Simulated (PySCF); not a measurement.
C2ClNSe.
Atom-mapped SMILES: `[N:1]#[C:2][C:3]([Cl:4])=[Se:5]`

Structure used (PBE0-D3(BJ)/def2-SVP), in Å, numbered top down from 1:
```xyz
5
C2ClNSe angstrom
N      2.070    0.186    0.088
C      0.928    0.083   -0.095
C     -0.471   -0.047   -0.338
Cl    -1.411    0.001    1.105
Se    -1.116   -0.226   -1.959
```

Method: TDDFT PBE0/def2-SVPD, vertical, gas phase, core orbitals frozen in the response (PySCF 2.14.0, density-fitted response routines). Relativistic effects, spin–orbit coupling among them, are left out although an element past zinc is present.

Problem. List the vertical singlet excitations with oscillator strengths and describe the spectrum.

Solution. 

```csv
state,E (eV),E (kJ/mol),λ (nm),f,symmetry,"main configurations (H = HOMO, L = LUMO)"
S1,1.79,173,690.9,0.0000,–,H→L (100%)
S2,4.15,400,298.8,0.122,A′,"H-1→L (85%), H→L+1 (13%)"
S3,4.42,427,280.4,0.0015,–,H-2→L (100%)
S4,4.73,456,262.3,0.0014,–,H-3→L (99%)
S5,5.39,520,230.1,0.062,A′,H-4→L (90%)
S6,5.80,559,213.9,0.233,A′,"H→L+1 (74%), H→L+2 (12%), H-1→L (10%)"
S7,5.85,565,211.8,0.0042,A″,H-5→L (99%)
S8,6.03,582,205.5,0.066,A′,"H→L+2 (84%), H→L+1 (8%)"
S9,6.24,602,198.6,0.0002,–,H-1→L+1 (98%)
S10,6.79,655,182.7,0.105,A′,H→L+3 (97%)
```

Triplets (Tamm–Dancoff): T1 1.32 eV, H→L (99%); T2 2.05 eV, H-1→L (97%); T3 4.19 eV, H-2→L (94%); T4 4.39 eV, H-3→L (92%).

The lowest singlet lies at 1.79 eV (691 nm, visible) and is dark (f under 0.0005); its leading configuration is HOMO→LUMO (100%). The strongest level in the table is S6 at 5.80 eV (214 nm, f = 0.233). Löwdin shares by element: HOMO selenium 76%, carbon 12% or more, chlorine 7%; LUMO selenium 41%, carbon 30% or more, nitrogen 12%, chlorine 10%. Of the 10 states listed, 5 reach f = 0.01 and 2 stay under 0.0005. Orbital energies (eV): HOMO-3 -10.58, HOMO-2 -10.15, HOMO-1 -8.78, HOMO -7.64, LUMO -4.25, LUMO+1 -1.02, LUMO+2 -0.28. The oscillator strengths of these states sum to 0.596; summed over the whole spectrum of an exact calculation they would give the number of electrons, 70 (Thomas–Reiche–Kuhn). S1 lies in the visible range (380 to 750 nm), at 691 nm, dark in the vertical dipole picture (f under 0.0005); light of that wavelength is red, and its complementary colour is blue-green; a Tamm–Dancoff triplet lies at 605 nm, without intensity as long as spin–orbit coupling is left out. The vertical ionisation energy (ΔSCF) is 9.69 eV, 2.91 eV above S10. Symmetry labels in Cs follow from the direction of the transition dipole and are given only for states with f of 0.002 or more. Only the lowest 10 singlets were computed, as vertical energies without vibronic structure.

On an Arm Neoverse V1 with one thread, shared host, this took 34 s.
